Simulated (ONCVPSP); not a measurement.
Pseudopotential generation for vanadium (V): ONCV, LDA (Perdew-Zunger), scalar-relativistic.

```json
{
  "Element": "V",
  "Generator": "ONCVPSP 4.0.1",
  "Type": "optimised norm-conserving Vanderbilt (ONCV)",
  "Functional": "LDA (Perdew-Zunger)",
  "Relativity": "scalar-relativistic",
  "Frozen core": "[Ar]",
  "Valence charge": "5",
  "Reference configuration": "3d3 4s2",
  "Partial waves": "4s: rc 2.75 bohr, ncon 4, nbas 8, qcut 2.5 1/bohr, 2 projectors, debl 1 Ha; p scattering state at 0.47 Ha: rc 2.85 bohr, ncon 4, nbas 7, qcut 2.3 1/bohr, 3 projectors, debl 2.7 Ha; 3d: rc 1.35 bohr, ncon 5, nbas 10, qcut 11.5 1/bohr, 1 projector",
  "Local potential": "polynomial inside 1.30 bohr (lpopt 5, dvloc0 3 Ha)",
  "Core correction": "Teter function, fcfact 3.75, rcfact 1.6"
}
```

In the p channel the program set the typed energies aside and used 0.050, 2.750, 5.450 Ha.

All-electron outer shells of the reference configuration (LDA (Perdew-Zunger), scalar-relativistic, ld1.x):

| shell | level (eV) | outermost node (bohr) | outermost maximum (bohr) |
| --- | --- | --- | --- |
| 3p | -43.95 | 0.35 | 0.84 |
| 3d | -5.38 | – | 0.88 |
| 4s | -4.85 | 1.17 | 2.72 |

What the tests gave:

```json
{
 "Cutoffs needed": "52 Ha and 59 Ha (the cutoffs (Ha) at which the residual kinetic energy of the hardest occupied pseudo-wave falls to 1 and 0.1 mHa per electron)",
 "Ghost test": "no bound ghost flagged; GHOST(+) flagged for s at 17.6 eV, p at 190.2 eV",
 "Largest excitation error": "-656 meV (all-electron minus pseudo) for 3d2 4s0, out of 4 test configurations",
 "rms error of d²Exc/dni dnj": "19.64 mHa without and 11.61 mHa with the model core"
}
```

Generation and tests took about 3.2 s on one core of a shared server CPU.
